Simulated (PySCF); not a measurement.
Ge(Br)(Vi)3, SMILES C=[CH][Ge]([Br])([CH]=C)[CH]=C (C6H9BrGe), singlet, GFN2-xTB optimised geometry.

```
17

C     -1.60    -2.34     2.55
C     -2.31    -1.65     1.68
Ge    -1.57    -0.91     0.00
Br    -2.21     1.31     0.00
C      0.41    -0.91     0.00
C      1.14    -1.31    -1.03
C     -2.35    -1.71    -1.63
C     -3.02    -1.04    -2.56
H     -2.02    -2.73     3.46
H     -0.55    -2.54     2.39
H     -3.36    -1.47     1.86
H      0.89    -0.53     0.89
H      0.68    -1.69    -1.93
H      2.21    -1.29    -1.01
H     -2.20    -2.77    -1.74
H     -3.43    -1.52    -3.43
H     -3.19     0.03    -2.48
```

Density from PBE0/def2-SVP in PySCF at that geometry.

Minimum of the electron density along straight lines between bonded atoms, close to the bond critical point (lines longer than 1.1 times the sum of covalent radii, or with two minima, are not listed):

```
bond     length / Å  ρ at the minimum / e bohr⁻³  ∇²ρ there / e bohr⁻⁵  position (fraction from the first atom)
-------  ----------  ---------------------------  --------------------  ---------------------------------------
C1–C2         1.321                        0.344                 -0.93                                     0.50
C2–Ge3        1.976                        0.125                  0.03                                     0.53
Ge3–Br4       2.318                   (withheld)            (withheld)                                     0.43
Ge3–C5        1.975                        0.125            (withheld)                                     0.47
C5–C6         1.321                        0.345                 -0.93                                     0.50
Ge3–C7        1.977                        0.125                  0.03                                     0.47
C7–C8         1.321                        0.344                 -0.92                                     0.50
C1–H9         1.080                        0.282                 -1.08                                     0.64
C1–H10        1.080                        0.283                 -1.09                                     0.63
C2–H11        1.083                        0.279                 -1.05                                     0.64
C5–H12        1.083                        0.279                 -1.05                                     0.63
C6–H13        1.080                        0.284                 -1.10                                     0.64
C6–H14        1.080                        0.282                 -1.09                                     0.64
C7–H15        1.082                        0.279                 -1.04                                     0.63
C8–H16        1.080                        0.282                 -1.08                                     0.64
C8–H17        1.080                        0.284                 -1.11                                     0.64
```

Problem. What belongs in the gaps?

Solution. 
- Ge3–Br4, ρ at the minimum / e bohr⁻³: 0.087
- Ge3–Br4, ∇²ρ there / e bohr⁻⁵: 0.07
- Ge3–C5, ∇²ρ there / e bohr⁻⁵: 0.04
